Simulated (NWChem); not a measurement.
**Total energies of Cl2Te**

```xyz
3

Te     0.0000     0.0000    -0.5985
Cl     1.8101     0.0000     0.9154
Cl    -1.8101     0.0000     0.9154
```
Charge 0, spin multiplicity 1.

Everything below was run with NWChem. All single points use one geometry, from PBE0/def2-SVP with def2 effective core potentials on Te, a minimum by its harmonic frequencies.

Basis set: def2-SVP (62 functions).

| method | total energy (Ha) |
|---|---|
| RHF | -1185.71819 |
| MP2 | -1186.09303 |
| B2PLYP | -1187.56970 |
| PBE | -1187.76986 |
| B3LYP | -1188.26349 |
| BP86 | -1188.37107 |
| CCSD(T) | -1186.13642 |

Total energies of different functionals aren't comparable as a measure of quality: only differences taken within one method are. 

Effective core potentials replace the inner electrons of Te; spin-orbit coupling is left out. The correlated methods keep 14 core orbitals frozen. B3LYP has NWChem's definition, with VWN1-RPA local correlation. The structure started from a generated list of species. No row is a measurement; the coupled-cluster row has its own basis-set and correlation limits.
